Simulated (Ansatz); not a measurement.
`CC([SiH3])CO` → `CCCO` + `[SiH2]`  (silylene formation by 1,1-elimination)

Isolated molecules relaxed with PBE0-D4/def2-TZVP in Ansatz; ΔE leaves out vibrations. CCSD(T)/CBS is the MP2 limit (def2-TZVPP, def2-QZVPP) plus CCSD(T) − MP2 in def2-TZVPP, frozen cores. This one scheme is used for every species. Functionals use def2-TZVPP. B3LYP here is the variant with VWN-RPA as its local correlation; programs differ in this. One conformer a species, not always the lowest.

`CC([SiH3])CO`:

Z-matrix (Å, degrees):
```
C
C 1 1.527
H 1 1.091 2 110.6
H 1 1.092 2 111.6 3 -120.4
H 1 1.095 2 111.0 3 119.5
Si 2 1.884 1 111.1 3 179.1
C 2 1.515 1 112.0 3 -56.1
H 2 1.098 1 109.0 3 62.4
H 6 1.489 2 111.2 1 -177.4
H 6 1.487 2 109.7 1 -57.0
H 6 1.490 2 110.3 1 62.4
O 7 1.416 2 108.7 1 61.7
H 7 1.099 2 110.1 1 -177.3
H 7 1.101 2 109.5 1 -59.1
H 12 0.960 7 108.6 2 -176.0
```

`CCCO`:

Z-matrix (Å, degrees):
```
C
C 1 1.519
H 1 1.094 2 111.3
H 1 1.092 2 111.4 3 120.2
H 1 1.093 2 111.1 3 -119.8
C 2 1.516 1 112.3 3 59.4
H 2 1.097 1 109.7 3 -61.9
H 2 1.094 1 110.5 3 -179.1
O 6 1.412 2 113.3 1 177.5
H 6 1.101 2 109.8 1 -57.8
H 6 1.094 2 109.9 1 59.5
H 9 0.961 6 108.2 2 59.3
```

`[SiH2]`:

```xyz
3

Si    0.156    0.544   -0.432
H    -1.064   -0.352   -0.241
H     0.908   -0.192    0.672
```

Question: Is it downhill or uphill in electronic energy at CCSD(T)/CBS, and by how much? (Estimate.)

Answer: The calculation gave: Uphill: ΔE = +53.8 kcal/mol.

Question: What do these levels give: PBE0-D4, B3LYP-D4, B2PLYP, r2SCAN, PBE0, B3LYP, CCSD/def2-TZVPP, HF/def2-QZVPP, MP2/def2-QZVPP, HF/CBS(def2), MP2/CBS(def2), CCSD/CBS(def2)? (Best estimate.)

Answer: Computed: PBE0-D4 56.3, B3LYP-D4 52.3, B2PLYP 51.6, r2SCAN 57.5, PBE0 54.0, B3LYP 48.1, CCSD/def2-TZVPP 50.7, HF/def2-QZVPP 46.7, MP2/def2-QZVPP 58.3, HF/CBS(def2) 46.7, MP2/CBS(def2) 59.0, CCSD/CBS(def2) 52.4 kcal/mol.

Largest T1 diagnostic among the species: 0.014.

In def2-TZVPP, CCSD(T) changes the Hartree–Fock value by +5.6 kcal/mol (the triples alone add +1.4 kcal/mol) and MP2 by +10.8 kcal/mol. From PBE to PBE0 (25 % exact exchange), in def2-TZVPP and without D4, ΔE moves by +2.0 kcal/mol. The D4 term adds +4.2 kcal/mol with B3LYP and +2.3 kcal/mol with PBE0; it sums over pairs of atoms, weighted by their polarisabilities, and B3LYP, whose exchange is more repulsive, gets the larger term.
